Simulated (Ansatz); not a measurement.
Reaction (silylene formation by 1,1-elimination): `N[SiH](Cl)[GeH2][F]` → `[NH2][GeH2][F]` + `[SiH]Cl`

Calculated with Ansatz (gas phase, PBE0-D4/def2-TZVP geometries, no zero-point term in ΔE). CCSD(T)/CBS is the MP2 limit (def2-TZVPP, def2-QZVPP) plus CCSD(T) − MP2 in def2-TZVPP, frozen cores. This one scheme is used for every species. Functionals use def2-TZVPP. B3LYP here is the variant with VWN-RPA as its local correlation; programs differ in this. For Ge outer-core shells are correlated without core-valence functions, which leaves a few kJ/mol of doubt a bond. Scalar relativity is left out up to krypton. Each species was taken in one conformer, which may not be the lowest.

```json
{"level": "PBE-D4", "ΔE (kJ/mol)": "247.0", "difference from CCSD(T)/CBS": "5.8"}
{"level": "r2SCAN-D4", "ΔE (kJ/mol)": "261.7", "difference from CCSD(T)/CBS": "20.5"}
{"level": "PBE0-D4", "ΔE (kJ/mol)": "257.4", "difference from CCSD(T)/CBS": "16.2"}
{"level": "B3LYP-D4", "ΔE (kJ/mol)": "239.8", "difference from CCSD(T)/CBS": "-1.4"}
{"level": "ωB97X-V", "ΔE (kJ/mol)": "251.5", "difference from CCSD(T)/CBS": "10.3"}
{"level": "ωB97M-V", "ΔE (kJ/mol)": "235.4", "difference from CCSD(T)/CBS": "-5.8"}
{"level": "B2PLYP", "ΔE (kJ/mol)": "232.1", "difference from CCSD(T)/CBS": "-9.1"}
{"level": "PBE", "ΔE (kJ/mol)": "236.5", "difference from CCSD(T)/CBS": "-4.7"}
{"level": "r2SCAN", "ΔE (kJ/mol)": "258.9", "difference from CCSD(T)/CBS": "17.7"}
{"level": "PBE0", "ΔE (kJ/mol)": "247.9", "difference from CCSD(T)/CBS": "6.7"}
{"level": "B3LYP", "ΔE (kJ/mol)": "222.8", "difference from CCSD(T)/CBS": "-18.4"}
{"level": "HF/def2-TZVPP", "ΔE (kJ/mol)": "220.8", "difference from CCSD(T)/CBS": "-20.4"}
{"level": "MP2/def2-TZVPP", "ΔE (kJ/mol)": "247.3", "difference from CCSD(T)/CBS": "6.1"}
{"level": "SCS-MP2/def2-TZVPP", "ΔE (kJ/mol)": "235.0", "difference from CCSD(T)/CBS": "-6.2"}
{"level": "CCSD/def2-TZVPP", "ΔE (kJ/mol)": "229.4", "difference from CCSD(T)/CBS": "-11.8"}
{"level": "CCSD(T)/def2-TZVPP", "ΔE (kJ/mol)": "231.6", "difference from CCSD(T)/CBS": "-9.6"}
{"level": "HF/def2-QZVPP", "ΔE (kJ/mol)": "221.4", "difference from CCSD(T)/CBS": "-19.8"}
{"level": "MP2/def2-QZVPP", "ΔE (kJ/mol)": "253.0", "difference from CCSD(T)/CBS": "11.8"}
{"level": "SCS-MP2/def2-QZVPP", "ΔE (kJ/mol)": "240.7", "difference from CCSD(T)/CBS": "-0.5"}
{"level": "HF/CBS(def2)", "ΔE (kJ/mol)": "221.5", "difference from CCSD(T)/CBS": "-19.7"}
{"level": "MP2/CBS(def2)", "ΔE (kJ/mol)": "256.9", "difference from CCSD(T)/CBS": "15.7"}
{"level": "CCSD/CBS(def2)", "ΔE (kJ/mol)": "239.0", "difference from CCSD(T)/CBS": "-2.2"}
{"level": "CCSD(T)/CBS", "ΔE (kJ/mol)": "241.2", "difference from CCSD(T)/CBS": "0"}
```

Largest T1 diagnostic among the species: 0.013.

In def2-TZVPP, CCSD(T) changes the Hartree–Fock value by +10.8 kJ/mol (the triples alone add +2.2 kJ/mol) and MP2 by +26.5 kJ/mol. From PBE to PBE0 (25 % exact exchange), in def2-TZVPP and without D4, ΔE moves by +11.4 kJ/mol. The D4 term adds +16.9 kJ/mol with B3LYP and +9.4 kJ/mol with PBE0; it sums over pairs of atoms, weighted by their polarisabilities, and B3LYP, whose exchange is more repulsive, gets the larger term.
